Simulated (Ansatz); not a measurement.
Reaction (formal exchange of groups at a B–C bond): `BBC[SiH3]` + `COCC=S` → `BBCOC` + `[SiH3]CC=S`

Calculated with Ansatz (gas phase, PBE0-D4/def2-TZVP geometries, no zero-point term in ΔE). CCSD(T)/CBS is the MP2 limit (def2-TZVPP, def2-QZVPP) plus CCSD(T) − MP2 in def2-TZVPP, frozen cores. One conformer a species, not always the lowest.

| species | CCSD(T)/CBS(def2) energy (Eh) |
| --- | --- |
| `BBC[SiH3]` | -381.48606 |
| `COCC=S` | -590.66459 |
| `BBCOC` | -205.60299 |
| `[SiH3]CC=S` | -766.54032 |

**Question.** Work out ΔE.

**Answer.** ΔE = (-205.60299) + (-766.54032) − (-381.48606) − (-590.66459) = 0.00734 Eh = +0.20 eV.

Largest T1 diagnostic among the species: 0.016.

In def2-TZVPP, CCSD(T) changes the Hartree–Fock value by +0.05 eV (the triples alone add +0.01 eV) and MP2 by +0.04 eV.
